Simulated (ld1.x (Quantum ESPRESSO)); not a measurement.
Reading a pseudo-wave (B (Z = 5))

Columns: radius, all-electron u(r) and pseudo u(r) of the 2s shell (level -25.43 eV) of boron in the configuration [He] 2s1.5 2p0; PW91, non-relativistic, PAW scheme, ld1.x (Quantum ESPRESSO) 7.5.

```
r (bohr)  all-electron   pseudo
   0.082        0.2805  -0.0594
   0.165        0.3531  -0.1197
   0.248        0.3087  -0.1804
   0.330        0.2051  -0.2410
   0.413        0.0730  -0.3026
   0.495       -0.0648  -0.3636
   0.578       -0.2002  -0.4250
   0.660       -0.3233  -0.4844
   0.742       -0.4324  -0.5418
   0.825       -0.5273  -0.5968
   0.908       -0.6070  -0.6474
   0.990       -0.6712  -0.6921
   1.072       -0.7213  -0.7304
   1.155       -0.7587  -0.7616
   1.238       -0.7840  -0.7844
   1.320       -0.7982  -0.7982
   1.402       -0.8030  -0.8030
   1.485       -0.7997  -0.7997
   1.568       -0.7894  -0.7894
   1.650       -0.7735  -0.7735
   1.733       -0.7528  -0.7528
   1.815       -0.7287  -0.7287
   1.898       -0.7014  -0.7014
   1.980       -0.6723  -0.6723
   2.062       -0.6419  -0.6419
   2.145       -0.6102  -0.6102
```

Q: How many radial nodes do the two functions have?

A: The all-electron 2s function has n − l − 1 = 1; the pseudo-wave has 0, since the states of the same l below it are removed with the core.

Q: At about which radius was the pseudo-wave matched?

A: 1.35 bohr. The columns agree to 0.0005 from 1.24 bohr on; several derivatives are matched, so the curves merge somewhat inside the radius.

Q: Is the pseudo-wave norm-conserving?

A: No, it belongs to a PAW set: the norm inside the radius is not constrained, and the difference is carried by the augmentation charge.
